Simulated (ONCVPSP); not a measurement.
Ranking ONCV potentials for Ho (Z = 67)

All share these settings but for the change named:

ONCVPSP 4.0.1 input, shortened (lines: element, Z, core and valence counts, functional; n l f; lmax; l rc ep ncon nbas qcut; lloc lpopt rc5 dvloc0; l nproj debl; icmod fcfact rcfact), LDA (Perdew-Wang 92), scalar-relativistic:

```
  Ho 67.00   10    5  -001012      upf
    1    0    2.00
    2    0    2.00
    2    1    6.00
    3    0    2.00
    3    1    6.00
    3    2   10.00
    4    0    2.00
    4    1    6.00
    4    2   10.00
    4    3   10.00
    5    0    2.00
    5    1    6.00
    5    2    1.00
    6    0    1.00
    6    1    1.00
    2
    0    2.25    0.00    5    9    6.70
    1    2.40    0.00    3    7    5.80
    2    3.35    0.00    4    8    5.50
    4    5    1.80    3.00
    0    2    3.00
    1    2    3.70
    2    3    3.80
    1    0.60    0.00
```

Test errors are all-electron minus pseudo excitation energies from the reference, over 5s2 5p6 5d1 6s2 6p0; 5s2 5p6 5d1 6s1 6p0; 5s2 5p6 5d1 6s0 6p0; 5s2 5p6 5d1.5 6s1.5 6p0. None of these files shows a bound ghost.

The base gives 39.5 meV.

Of 6 variants that were run, those that failed, showed a ghost or another fault, or gave nearly equal values are left out.

(1) Rank these variants by their largest absolute test error, smallest first.
A. all radii but the core radius scaled by about 0.90 (s 2.02, p 2.14, d 3.00 bohr); local potential polynomial inside 1.62 bohr (lpopt 5, dvloc0 3 Ha)
B. all radii but the core radius scaled by about 1.21 (s 2.74, p 2.92, d 4.06 bohr); local potential polynomial inside 2.18 bohr (lpopt 5, dvloc0 3 Ha)
C. all radii but the core radius scaled by about 1.07 (s 2.40, p 2.56, d 3.58 bohr); local potential polynomial inside 1.92 bohr (lpopt 5, dvloc0 3 Ha)

Results:

(1) A (17.9 meV), B (90.6 meV), C (154.3 meV).
